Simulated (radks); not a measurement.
Results of a calculation; reference values are marked as such.
Q: W+, 73 electrons, occupied as [Xe] 4f14 5d4 6s1. Code: a radial shooting solver on a logarithmic mesh with Libxc functionals. Model: Dirac Kohn-Sham, BLYP, spin-unpolarised, spherical densities, point nucleus; open shells fill j = l - 1/2 first.

Spin-orbit splittings of the eigenvalues, e(l+1/2) - e(l-1/2), with zeta = 2 splitting/(2l+1) and mean radii in bohr:

shell  occ.  splitting (eV)  zeta (eV)  <r> j=l-1/2  <r> j=l+1/2
2p        6               ?          ?      0.06365      0.07161
3p        6           292.6      195.1       0.1905       0.2053
3d       10           63.63      25.45       0.1797       0.1842
4p        6           67.86      45.24       0.4546       0.4879
4d       10           12.50      5.000       0.5048       0.5162
4f       14           2.237     0.6392       0.6034       0.6131
5p        6           9.807      6.538        1.179        1.284
5d        4          0.7595     0.3038        1.948        2.024

Estimate the 2p splitting.

A: 1353 eV (zeta = 902.2 eV).
